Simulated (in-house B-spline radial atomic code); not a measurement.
The numbers below are computed, except where a source is named.
# Stopping of slow ions oscillates with Z: Sc to Zn at r_s = 3.6

A nucleus sits in a uniform electron gas with a rigid positive background. The Kohn-Sham equations are solved self-consistently in the spin-unpolarised LDA (PW92), non-relativistic, on B-splines with outgoing waves at the boundary and partial waves to l = 8. The model has no lattice, no bands and no magnetic solution. Atomic units; δ_l are the phase shifts at the Fermi level, counted so that each bound state adds π, and good to about 0.0005. A narrow, partly filled d or f resonance in a thin gas would split by spin, so such rows rest on a solution that is probably unstable.

The density parameter is r_s = 3.6 bohr. The friction coefficient Q = n k_F σ_tr gives dE/dx = Q v for slow ions.

```
ion   δ0/π   δ1/π   δ2/π    δ3/π  σ_tr (bohr²)  Q (a.u.)
 Sc  3.073  2.076  0.254  -0.009         96.43    0.2630
 Ti  3.090  2.061  0.360  -0.009        169.60    0.4626
  V  3.104  2.047  0.464  -0.009        215.84    0.5888
 Cr  3.116  2.036  0.567  -0.008        215.83    0.5887
 Mn  3.127  2.028  0.668  -0.007        173.35    0.4729
 Fe  3.140  2.024  0.766  -0.006        109.51    0.2987
 Co  3.156  2.026  0.860  -0.005         51.80    0.1413
 Ni  3.188  2.044  0.940  -0.003         21.86    0.0596
 Cu  3.266  2.109  0.983  -0.001         23.49    0.0641
 Zn  3.360  2.221  0.996  -0.001         45.15    0.1232
```

Task: Where are the largest and smallest frictions, and what do the phase shifts say there?

Result: Largest: V, Q = 0.5888; smallest: Ni, Q = 0.0596, a ratio of 9.9. For the largest δ2/π = 0.46: the d resonance is about half filled and sits at the Fermi level, where it scatters most. For the smallest the differences δ_l − δ_(l+1), measured from the nearest multiple of π, are 0.14π, 0.10π, 0.06π; σ_tr grows with the sines of these.

Task: At equal speed, Lindhard and Scharff's formula, with silicon as an example target, scales as Z^(7/6)/(Z^(2/3) + 14^(2/3))^(3/2). How does its rise from the first ion to the last compare?

Result: It rises smoothly by 0.8696/0.7095 = 1.23, while Q changes by 0.123/0.263 = 0.47. The statistical formula averages over shells, so it can't show the oscillation.
